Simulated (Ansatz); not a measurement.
Ansatz (a program for electronic structure) input (B3LYP-D3(BJ)/def2-TZVP):

Ansatz 0.2 input:
```yaml
crystal:
  periodic: [false, false, false]
  atoms:
    - {symbol: Ag, position_ang: [-0.71558431, -0.58248051, -0.67978366]}
    - {symbol: Cl, position_ang: [0.73000385, 0.60830532, 0.63354103]}
basis:
  gaussian:
    orbitals: def2-TZVP
hamiltonian:
  xc: b3lyp
  dispersion: d3bj
total_charge: 1
magnetization: {spin_polarized: true, initial_magnetization: 1}
relax: {f_tol: 0.002, max_steps: 150}
```

End of the output:

```
mean field evaluation 1: about -16508.4021 eV, gradient 5.0e1 eV
mean field evaluation 2: about -16473.3640 eV, gradient 1.2e2 eV
mean field evaluation 4: about -16515.3185 eV, gradient 4.5e0 eV
mean field evaluation 8: about -16515.4066 eV, gradient 5.1e-2 eV
mean field evaluation 16: about -16515.4573 eV, gradient 1.4e-5 eV
mean field -16515.45733294 eV, -606.9318624064 hartree, gradient 1.4e-5 eV, S^2 0.753833; 1 other end points of the search recorded, 0 dependent functions left out
the calculation of the forces begins
reference -16515.45752176 eV, -606.9318693457 hartree; 18, 17 occupied and 59, 60 virtual orbitals, 621 factors
relax step   1: F+E_penalty+E_count = -16515.52774863 eV  Δ(F+E_penalty+E_count) = +0.000e0 eV  max|allowed force component| = 6.073e-1 eV/Å  Δτ_max = 0.0000 Å  (60 SCF iters, accepted)
these checks for a lower state are left out or cut short: starts, cluster_reference, orbital_swaps, neighbouring_geometries, increment
integrals: 0.02 GiB planned
621 factors; their error is unknown
mean field: 0.27 GiB planned
mean field evaluation 32: about -16515.5058 eV, gradient 2.3e-5 eV
mean field -16515.50584570 eV, -606.9336452175 hartree, gradient 8.9e-6 eV, S^2 0.753836; 0 other end points of the search recorded, 0 dependent functions left out
the calculation of the forces begins
reference -16515.50603489 eV, -606.9336521702 hartree; 18, 17 occupied and 59, 60 virtual orbitals, 621 factors
relax step   2: F+E_penalty+E_count = -16515.57599467 eV  Δ(F+E_penalty+E_count) = -4.825e-2 eV  max|allowed force component| = 2.896e-1 eV/Å  Δτ_max = 0.0347 Å  (49 SCF iters, accepted)
these checks for a lower state are left out or cut short: starts, cluster_reference, orbital_swaps, neighbouring_geometries, increment
integrals: 0.02 GiB planned
621 factors; their error is unknown
mean field: 0.27 GiB planned
mean field -16515.52547781 eV, -606.9343666842 hartree, gradient 9.4e-6 eV, S^2 0.753838; 0 other end points of the search recorded, 0 dependent functions left out
the calculation of the forces begins
reference -16515.52566746 eV, -606.9343736539 hartree; 18, 17 occupied and 59, 60 virtual orbitals, 621 factors
relax step   3: F+E_penalty+E_count = -16515.59532165 eV  Δ(F+E_penalty+E_count) = -1.933e-2 eV  max|allowed force component| = 6.262e-2 eV/Å  Δτ_max = 0.0362 Å  (49 SCF iters, accepted)
these checks for a lower state are left out or cut short: starts, cluster_reference, orbital_swaps, neighbouring_geometries, increment
integrals: 0.02 GiB planned
621 factors; their error is unknown
mean field: 0.27 GiB planned
mean field -16515.52686170 eV, -606.9344175414 hartree, gradient 1.0e-5 eV, S^2 0.753840; 0 other end points of the search recorded, 0 dependent functions left out
the calculation of the forces begins
reference -16515.52705156 eV, -606.9344245184 hartree; 18, 17 occupied and 59, 60 virtual orbitals, 621 factors
relax step   4: F+E_penalty+E_count = -16515.59659301 eV  Δ(F+E_penalty+E_count) = -1.271e-3 eV  max|allowed force component| = 8.930e-4 eV/Å  Δτ_max = 0.0130 Å  (48 SCF iters, accepted)
integrals: 0.02 GiB planned
621 factors; their error is unknown
mean field: 0.27 GiB planned
mean field evaluation 64: about -16515.4187 eV, gradient 3.9e0 eV
mean field -16515.52686170 eV, -606.9344175414 hartree, gradient 1.0e-5 eV, S^2 0.753840; 2 other end points of the search recorded, 0 dependent functions left out
the calculation of the forces begins
reference -16515.52705156 eV, -606.9344245184 hartree; 18, 17 occupied and 59, 60 virtual orbitals, 621 factors
Total energy: -16515.59678286 eV, -606.9369870966 hartree
Atom 0 at    -0.768594    -0.626147    -0.727944 Å, force    -0.000893    -0.000736    -0.000811 eV/Å
Atom 1 at     0.783014     0.651972     0.681701 Å, force     0.000893     0.000736     0.000811 eV/Å
Dipole moment:    -0.135687    -0.111770    -0.123272 e Å
```

The spin state was set by rule; other spins were not relaxed.
